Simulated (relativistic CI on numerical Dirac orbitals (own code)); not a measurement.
Method of calculation: Dirac-Coulomb-Breit CI, separate exchange-only KLI orbitals for each configuration, model QED (radiative potential, 1s self-energy scaled to tabulated hydrogen-like ionisation energies), unscaled Slater integrals (own radial code, finite nucleus).

Configurations in the expansion (outside the closed core 1s2): 2s, 2p, 3s, 3p, 3d, 4s, 4p, 4d, 4f, 5s, 5p, 5d, 5f, 5g, 6s, 6p, 6d. Levels of other configurations are missing.

At this charge energies of transitions that change n are usually good to better than 1 %, and those within a shell (Δn = 0) to a few per cent.

Outline of the computed level scheme of Cd XLVI. Lowest level of each configuration: 2s 2S_1/2 at 0.00 eV; 2p 2P°_1/2 at 102.39 eV; 3s 2S_1/2 at 4273.61 eV; 3p 2P°_1/2 at 4301.91 eV; 3d 2D_3/2 at 4377.74 eV; 4s 2S_1/2 at 5748.36 eV; 4p 2P°_1/2 at 5759.96 eV; 4d 2D_3/2 at 5791.83 eV; 4f 2F°_5/2 at 5800.68 eV.

Some strong electric-dipole decays among the lowest 15 levels: 3d 2D_5/2 → 2p 2P°_3/2 (2.9e+14 s⁻¹); 3d 2D_3/2 → 2p 2P°_1/2 (2.6e+14 s⁻¹); 3p 2P°_1/2 → 2s 2S_1/2 (1.1e+14 s⁻¹); 3p 2P°_3/2 → 2s 2S_1/2 (9.5e+13 s⁻¹); 4d 2D_5/2 → 2p 2P°_3/2 (9.4e+13 s⁻¹); 4d 2D_3/2 → 2p 2P°_1/2 (8.5e+13 s⁻¹); 4f 2F°_7/2 → 3d 2D_5/2 (6.2e+13 s⁻¹); 4f 2F°_5/2 → 3d 2D_3/2 (5.8e+13 s⁻¹).
